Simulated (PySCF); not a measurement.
silyloxysilylformaldehyde (CH₆O₂Si₂), SMILES O=C[SiH2]O[SiH3].

Geometry: B3LYP-D3(BJ)/def2-SVP. The values are those of a single conformer.

Level of theory: r2SCAN/def2-TZVP run with PySCF.

Gas-phase values at a fixed geometry.

Computed frontier levels, gap, dipole moment and polarisability:
```yaml
highest_occupied_level: -5.95 eV
lowest_empty_level: -2.73 eV
orbital_gap: 3.22 eV
dipole_moment: 2.33 D
quadrupole, principal values (traceless, Buckingham form, about the centre of nuclear charge): -9.66, 4.34, 5.33 D·Å
mean_static_polarisability: 69.2 bohr³ (10.25 Å³)
polarisability_principal_values: 57.4, 67.8, 82.4 bohr³
```
